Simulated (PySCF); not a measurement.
# Spinor energies of Nd⁵⁹⁺ (neodymium, charge +59)

Start: 1s1; 1s1/2 filled at m_j = +1/2. Calculated with PySCF 2.14 in an even-tempered Gaussian basis (15 s from 160 bohr⁻², ratio 2.4; 11 p from 210 bohr⁻², ratio 2.4; 3 d from 650 bohr⁻², ratio 2.6; 3 f from 970 bohr⁻², ratio 2.6): generalised Hartree-Fock with the X2C-1e Hamiltonian and a Gaussian nucleus; one run each with spin-orbit coupling (SO) switched off, then screened by Boettger's factors, then bare.

```json
{"spinor shell": "1s1/2", "electrons": "1", "ε, spin-free (eV)": "-51577.8", "ε, screened SO (eV)": "-51577.8", "ε, bare SO (eV)": "-51577.8", "weight of nominal j (screened SO)": "1.000", "rms radius, screened SO (bohr)": "0.0265"}
```

```tsv
quantity	spin-free	screened SO	bare SO
E (hartree)	-1895.44831	-1895.44831	-1895.44831
M_J	1/2	1/2	1/2
⟨J²⟩	0.750	0.750	0.750
⟨L²⟩	0.000	0.000	0.000
⟨S²⟩	0.750	0.750	0.750
```

Breit and QED terms are absent; they matter most for the inner s and p1/2 levels.

Densities and radii are taken from the X2C orbitals without a picture-change correction, which distorts them close to the nucleus.

Without spin-orbit coupling the j labels of p, d and f shells carry no meaning; the spin-free column gives the mean over the occupied spinors of each nl shell.
